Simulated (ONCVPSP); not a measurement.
# Zn (Z = 30): one change to an ONCV potential, before and after

```json
{
  "Element": "zinc",
  "Generator": "ONCVPSP 4.0.1",
  "Type": "optimised norm-conserving Vanderbilt (ONCV)",
  "Functional": "LDA (Perdew-Wang 92)",
  "Relativity": "scalar-relativistic",
  "Frozen core": "[Ar]",
  "Valence charge": "12",
  "Reference configuration": "3d10 4s2",
  "Partial waves": "4s: rc 1.80 bohr, ncon 4, nbas 9, qcut 3.4 1/bohr, 2 projectors, debl 2.6 Ha; p scattering state at 0.1 Ha: rc 1.90 bohr, ncon 4, nbas 7, qcut 5.1 1/bohr, 2 projectors, debl 2.8 Ha; 3d: rc 1.50 bohr, ncon 3, nbas 8, qcut 9.5 1/bohr, 2 projectors, debl 3.3 Ha",
  "Local potential": "polynomial inside 1.45 bohr (lpopt 5, dvloc0 0 Ha)",
  "Core correction": "Teter function, fcfact 2.5, rcfact 1.1"
}
```

All-electron outer shells of the reference configuration (LDA (PZ), scalar-relativistic, ld1.x):

| shell | level (eV) | outermost node (bohr) | outermost maximum (bohr) |
| --- | --- | --- | --- |
| 3p | -83.26 | 0.25 | 0.59 |
| 3d | -10.42 | – | 0.56 |
| 4s | -6.23 | 0.85 | 2.09 |

Change: local potential polynomial inside 1.45 bohr (lpopt 5, dvloc0 -2.5 Ha).

Cutoffs: the cutoffs (Ha) at which the residual kinetic energy of the hardest occupied pseudo-wave falls to 1 and 0.1 mHa per electron; they do not see the model core or the augmentation charge, which bear on the density cutoff. Errors are all-electron minus pseudo energies relative to the spin-unpolarised reference configuration.

Question: How do hardness, ghosts and transferability respond?

Answer: The potential gets neither clearly harder nor softer (39 Ha and 43 Ha → 39 Ha and 43 Ha); the errors of the 4 common tests hardly move; the range in which the s phases agree widens (upper end 3.5 → at the end of the scan); neither file shows a bound ghost.

```tsv
quantity	base	changed
cutoff, loose	39 Ha	39 Ha
cutoff, tight	43 Ha	43 Ha
bound ghosts	none	none
GHOST(+) flags under 300 eV	s at 98.2 eV, p at 156.8 eV	s at 61.2 eV, p at 144.2 eV
error for 3d10 4s1, meV [ΔE 10.18 eV]	+1.8	+1.9
error for 3d10 4s0, meV [ΔE 28.95 eV]	+19	+19
error for 3d9 4s0, meV [ΔE 69.84 eV]	+121	+123
error for 3d10 4s0 4p2, meV [ΔE 10.75 eV]	+6.3	+6.5
s: phases at 1.83 bohr within 0.05 rad from the reference energy up to (Ha; the scan ends near 5)	3.5	to the end of the scan
p: phases at 1.93 bohr within 0.05 rad from the reference energy up to (Ha; the scan ends near 5)	4.3	4.2
d: phases at 1.52 bohr within 0.05 rad from the reference energy up to (Ha; the scan ends near 5)	to the end of the scan	to the end of the scan
rms error of d²Exc/dni dnj with the model core, mHa	5.71	5.71
```
